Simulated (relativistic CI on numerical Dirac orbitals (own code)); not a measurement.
Forbidden transitions in Dy31+

These numbers are calculated, not measured: Dirac-Coulomb-Breit CI, orbitals from a KLI potential per configuration, model QED (radiative potential, 1s self-energy scaled to tabulated hydrogen-like ionisation energies), unscaled Slater integrals (own radial code, finite nucleus).

Configurations in the expansion (outside the closed core [Ar] 3d10): 4s²4p⁵, 4s4p⁶, 4s²4p⁴4d, 4s4p⁵4d, 4s²4p⁴4f, 4s4p⁵4f, 4p⁶4d, 4s4p⁴4d², 4s²4p³4d4f, 4p⁶4f, 4s²4p⁴5s, 4p⁵4d4f, 4p⁶5s, 4s4p⁴4f², 4s²4p⁴5p, 4s4p⁴4d5s, 4s²4p³4f5s, 4s4p⁵5s, 4s²4p⁴5d, 4s4p⁵5p, 4s²4p⁴5f, 4s²4p⁴5g, 4s4p⁵5d, 4p⁵4f5s, 4s²4p⁴6s, 4s4p⁵5f, 4s²4p⁴6p, 4s²4p³4d², 4s²4p²4d³, 4s4p³4d³, 4s²4p²4d²4f, 4s4p³4d²4f, 4s²4p²4d²5s, 4p⁵4d², 4p⁴4d³, 4p⁴4d²4f, 4p⁴4d²5s, 4p⁵4d5s, 4p⁴4d4f5s, 4p⁴4d5s², 4s²4p³5s², 4s²4p²4d5s², 4s4p³4d5s², 4s²4p²4f5s², 4s4p³4f5s². Double excitations out of closed p, d and f shells are left out; levels of such configurations are missing from the list, as are those of other unlisted configurations, and high levels can miss mixing partners. These lack a partner that the ground configuration has and come out too high: 4s²4p⁴5p, 4s4p⁵5s, 4s²4p⁴5d, 4s4p⁵5p, 4s²4p⁴5f.

```tsv
λ vac (nm)	Lower	Upper	Type	A (s⁻¹)	log gf
9.3499	4s²4p⁵ ²P°3/2 [1]	4s²4p⁴4d ²F7/2 [9]	M2	4.27e+03	-7.35
9.8734	4s²4p⁵ ²P°3/2 [1]	4s²4p⁴4d ⁴F7/2 [6]	E3	1.51e+01	-9.75
9.8734	4s²4p⁵ ²P°3/2 [1]	4s²4p⁴4d ⁴F7/2 [6]	M2	2.44e+02	-8.54
21.173	4s²4p⁴4d ²F7/2 [9]	4s²4p⁴4d ²F7/2 [26]	M1	1.44e+05	-5.11
21.580	4s²4p⁴4d ⁴F9/2 [10]	4s²4p⁴4d ²F7/2 [26]	M1	4.30e+05	-4.62
21.825	4s²4p⁴4d ⁴D5/2 [5]	4s²4p⁴4d ⁴F7/2 [19]	M1	3.01e+04	-5.76
22.902	4s²4p⁴4d ⁴F7/2 [6]	4s²4p⁴4d ⁴F7/2 [19]	M1	3.04e+04	-5.72
23.575	4s²4p³4d² ²G°9/2 [56]	4s²4p³4d² ²I°13/2 [133]	E2	3.99e+03	-6.33
23.630	4s²4p⁴4d ²F7/2 [9]	4s²4p⁴4d ²G9/2 [22]	M1	1.05e+05	-5.06
23.658	4s²4p⁴4d ⁴D5/2 [5]	4s²4p⁴4d ²G7/2 [18]	M1	7.12e+04	-5.32
24.137	4s²4p⁴4d ⁴F9/2 [10]	4s²4p⁴4d ²G9/2 [22]	M1	4.74e+05	-4.38
24.881	4s²4p³4d² ⁴G°11/2 [49]	4s²4p³4d² ⁴H°13/2 [112]	E2	1.04e+04	-5.87
24.881	4s²4p³4d² ⁴G°11/2 [49]	4s²4p³4d² ⁴H°13/2 [112]	M1	1.59e+05	-4.68
24.929	4s²4p⁴4d ⁴F7/2 [6]	4s²4p⁴4d ²G7/2 [18]	M1	4.33e+05	-4.49
25.108	4s²4p⁵ ²P°3/2 [1]	4s²4p⁵ ²P°1/2 [2]	E2	2.83e+04	-6.27
25.108	4s²4p⁵ ²P°3/2 [1]	4s²4p⁵ ²P°1/2 [2]	M1	1.12e+06	-4.67
26.321	4s²4p⁴4d ²F7/2 [9]	4s²4p⁴4d ⁴F7/2 [19]	M1	2.92e+05	-4.61
26.337	4s²4p³4d² ²H°11/2 [62]	4s²4p³4d² ²I°13/2 [133]	E2	5.95e+03	-6.06
26.337	4s²4p³4d² ²H°11/2 [62]	4s²4p³4d² ²I°13/2 [133]	M1	1.34e+05	-4.71
26.473	4s²4p⁴4d ²D5/2 [11]	4s²4p⁴4d ²F7/2 [26]	M1	9.56e+04	-5.09
26.952	4s²4p⁴4d ⁴F9/2 [10]	4s²4p⁴4d ⁴F7/2 [19]	M1	4.36e+05	-4.42
29.033	4s²4p⁴4d ²F7/2 [9]	4s²4p⁴4d ²G7/2 [18]	M1	3.00e+04	-5.52
29.690	4s²4p⁴4d ²D5/2 [14]	4s²4p⁴4d ²F7/2 [26]	M1	3.53e+04	-5.43
35.041	4s²4p⁴4d ²D5/2 [11]	4s²4p⁴4d ⁴F7/2 [19]	M1	6.93e+04	-4.99
40.206	4s²4p⁴4f ⁴G°11/2 [77]	4s²4p³4d² ²I°13/2 [133]	M1	1.55e+04	-5.28
40.909	4s²4p⁴4d ²D5/2 [14]	4s²4p⁴4d ⁴F7/2 [19]	M1	1.52e+05	-4.52
81.691	4s²4p³4d² ⁴H°11/2 [99]	4s²4p³4d² ²I°13/2 [133]	M1	6.56e+03	-5.04
108.31	4s²4p³4d² ²H°11/2 [104]	4s²4p³4d² ²I°13/2 [133]	M1	3.87e+03	-5.02
127.77	4s²4p⁴4d ⁴D5/2 [5]	4s²4p⁴4d ²F7/2 [9]	M1	3.16e+03	-5.21
152.41	4s²4p⁴4d ⁴F7/2 [6]	4s²4p⁴4d ⁴F9/2 [10]	M1	3.40e+03	-4.93
176.33	4s²4p⁴4d ⁴F7/2 [6]	4s²4p⁴4d ²F7/2 [9]	M1	1.05e+03	-5.41
463.92	4s²4p⁴4d ⁴D5/2 [5]	4s²4p⁴4d ⁴F7/2 [6]	M1	9.91e+01	-5.59
```

Terms are leading LS components. Brackets give the number of a level in order of energy, since labels repeat. The list gives strong lines, with weight on those to low levels, among the lowest 400 of 9441 levels, so that lines to higher ones, which can be the strongest, are missing. Levels whose partners in the same complex of configurations lie outside the list can be far off, and so can their lines. Rates are taken at the computed energies, electric ones in the length gauge.

At this charge energies of transitions that change n are usually good to better than 1 %, and those within a shell (Δn = 0) to a few per cent.

LS names give the leading component of a level, which can be under half, so a name can repeat, a term be missing and a line seem to break the LS rules.
